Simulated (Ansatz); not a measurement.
C₂H₅AlCl, SMILES `C[CH2][Al][Cl]` radical. The species carries charge 0 and has multiplicity 2. The geometry is a stationary point of PBE0-D4/def2-TZVP. It is one conformer, not always the lowest.

```xyz
9

C    -0.458    0.439    0.723
C     0.665    0.385   -0.308
Al    0.692   -1.248   -1.428
Cl   -0.898   -2.628   -1.139
H    -0.397   -0.391    1.431
H    -0.424    1.368    1.301
H    -1.442    0.380    0.253
H     0.611    1.234   -1.001
H     1.650    0.462    0.167
```

**Question.** What is the dipole moment at ωB97M-V/def2-TZVPP? (Estimate.)

**Answer.** Computed: 2.08 D, with components (1.32, 1.60, 0.07) D in this frame, pointing from negative to positive charge.

**Question.** And with PBE, r2SCAN, B3LYP? (An estimate is asked.)

**Answer.** The calculation gave: PBE 1.99 D, r2SCAN 2.00 D, B3LYP 2.05 D.

**Question.** Give the Mulliken charges with ωB97M-V, B3LYP, PBE in def2-TZVPP. (Estimate.)

**Answer.** Computed: 
```tsv
atom	ωB97M-V	B3LYP	PBE
C1	-0.32	-0.24	-0.25
C2	-0.32	-0.25	-0.24
Al3	0.35	0.35	0.30
Cl4	-0.25	-0.27	-0.25
H5	0.11	0.08	0.09
H6	0.11	0.08	0.08
H7	0.11	0.09	0.09
H8	0.11	0.08	0.09
H9	0.11	0.08	0.09
```

B3LYP here is the variant with VWN-RPA as its local correlation; programs differ in this.
